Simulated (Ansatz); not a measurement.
`Cl[SiH2]Br` + CH₃NH₂ → `CN[SiH2]Cl` + HBr at 298.15 K and 1 bar (ligand exchange at the Si–Br bond).

Gas-phase electronic energies from Ansatz, PBE0-D4/def2-TZVP geometries. CCSD(T)/CBS is the MP2 limit (def2-TZVPP, def2-QZVPP) plus CCSD(T) − MP2 in def2-TZVPP, frozen cores. For Br outer-core shells are correlated without core-valence functions, which leaves a few kJ/mol of doubt a bond. Scalar relativity is left out up to krypton. One conformer a species, not always the lowest.

| species | CCSD(T)/CBS energy (Eh) | H − E (kJ/mol) | S (J/(mol·K)) |
| --- | --- | --- | --- |
| `Cl[SiH2]Br` | -3323.46904 | 66.3 | 304.6 |
| CH₃NH₂ | -95.75281 | 180.0 | 240.4 |
| `CN[SiH2]Cl` | -845.29269 | 212.4 | 330.2 |
| HBr | -2573.91920 | 24.6 | 198.6 |

H − E and S are ideal-gas, rigid-rotor, harmonic terms from PBE0-D4/def2-TZVP, for one conformer and one mirror image of each species. 1 Eh = 2625.50 kJ/mol, R = 8.31446 J/(mol·K).

Task: By hand: ΔE, ΔH, ΔS and ΔG.

Result: ΔE = (-845.29269) + (-2573.91920) − (-3323.46904) − (-95.75281) = 0.00996 Eh = 26.1 kJ/mol. Δ(H − E) = 212.4 + 24.6 − 66.3 − 180.0 = -9.3, so ΔH = 16.8 kJ/mol. ΔS = 330.2 + 198.6 − 304.6 − 240.4 = -16.2 J/(mol·K). ΔG = 16.8 − 298.15 × (-16.2)/1000 = 21.6 kJ/mol.

Task: By hand: the equilibrium constant, and the temperature at which ΔG would vanish if ΔH and ΔS stayed fixed.

Result: log₁₀ K = −ΔG/(RT ln 10) = -3.8. ΔH and −TΔS have one sign here, so there is no such temperature.

ΔH outweighs TΔS. A doubt of 5 kJ/mol in ΔE shifts log₁₀ K by 0.9 here. Other conformers and mirror images would add mixing entropy, several J/(mol·K) or more a flexible species. These are equilibria of isolated gas molecules and say nothing of rates. Largest T1 diagnostic: 0.010 (customary marks: 0.02 for closed shells, 0.045 for open ones).
